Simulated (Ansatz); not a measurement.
`C[B]([GeH3])[SeH]` + `[F][AlH][F]` → `[F][Al]([F])[SeH]` + `C[BH][GeH3]`  (formal exchange of groups at the Se–B bond)

Isolated molecules relaxed with PBE0-D4/def2-TZVP in Ansatz; ΔE leaves out vibrations. CCSD(T)/CBS is the MP2 limit (def2-TZVPP, def2-QZVPP) plus CCSD(T) − MP2 in def2-TZVPP, frozen cores. This one scheme is used for every species. Functionals use def2-TZVPP. For Ge, Se outer-core shells are correlated without core-valence functions, which leaves a few kJ/mol of doubt a bond. Scalar relativity is left out up to krypton. One conformer a species, not always the lowest.

**Question.** Is it downhill or uphill in electronic energy at CCSD(T)/CBS, and by how much? (Best estimate.)

**Answer.** Ansatz gave: Downhill: ΔE = -3.3 kcal/mol.

**Question.** What do these levels give: r2SCAN-D4, ωB97X-V, ωB97M-V, B2PLYP, PBE, r2SCAN, PBE0, MP2/def2-TZVPP, CCSD/def2-TZVPP, HF/def2-QZVPP, MP2/def2-QZVPP, CCSD/CBS(def2)? (Best estimate.)

**Answer.** Computed: r2SCAN-D4 -4.0, ωB97X-V -4.2, ωB97M-V -4.1, B2PLYP -3.9, PBE -2.9, r2SCAN -4.2, PBE0 -4.2, MP2/def2-TZVPP -1.8, CCSD/def2-TZVPP -3.8, HF/def2-QZVPP -9.1, MP2/def2-QZVPP -2.2, CCSD/CBS(def2) -4.5 kcal/mol.

Largest T1 diagnostic among the species: 0.013.

In def2-TZVPP, CCSD(T) changes the Hartree–Fock value by +6.3 kcal/mol (the triples alone add +1.2 kcal/mol) and MP2 by +7.2 kcal/mol. From PBE to PBE0 (25 % exact exchange), in def2-TZVPP and without D4, ΔE moves by −1.3 kcal/mol.
